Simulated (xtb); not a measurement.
C2H6BClFN, SMILES B(Cl)(F)N(C)C. All values are semi-empirical tight-binding results from xtb (GFN2-xTB unless named), good for trends rather than for accurate numbers. The structure is a stationary point at GFN2-xTB. Other conformers were not sampled.

Optimised geometry:

Bond lengths (Å): B1–F2 1.337, B1–Cl3 1.738, B1–N4 1.384, N4–C5 1.451, N4–C6 1.449, C5–H7 1.093, C5–H8 1.093, C5–H9 1.086, C6–H10 1.093, C6–H11 1.093, C6–H12 1.086. Angles (°): F2–B1–Cl3 117.2, F2–B1–N4 119.9, Cl3–B1–N4 122.9, B1–N4–C5 122.6, B1–N4–C6 124.7, C5–N4–C6 112.8, N4–C5–H7 109.9, N4–C5–H8 109.9, N4–C5–H9 109.8, H7–C5–H8 108.7, H7–C5–H9 109.2, H8–C5–H9 109.2, N4–C6–H10 110.0, N4–C6–H11 110.0, N4–C6–H12 109.8, H10–C6–H11 108.7, H10–C6–H12 109.2, H11–C6–H12 109.2.
Charge 0, spin multiplicity 1.

Estimate the properties. (The exact figures need the calculation; the answer reports its results.)


```
Property                                          Value
----------------------------------------  -------------
point group as xtb finds it                          Cs
orbital gap                                     5.76 eV
dipole moment                                    3.93 D
zero-point energy                         55.7 kcal/mol
G − E(el) at 298.15 K (modified RRHO)     35.7 kcal/mol
static polarisability (D4 model)             62.7 bohr³
solvation energy, GFN2-xTB/ALPB(water)    -4.1 kcal/mol
solvation energy, GFN2-xTB/ALPB(toluene)  -6.1 kcal/mol
```

Computed atomic charges and the Wiberg bond orders between heavy atoms:
charges (e) B1 0.47, F2 -0.29, Cl3 -0.28, N4 -0.16, C5 -0.05, C6 -0.05, H7 0.05, H8 0.05, H9 0.07, H10 0.06, H11 0.06, H12 0.07. Bond orders B1–F2 1.00, B1–Cl3 0.98, B1–N4 1.36, N4–C5 1.00, N4–C6 1.01.
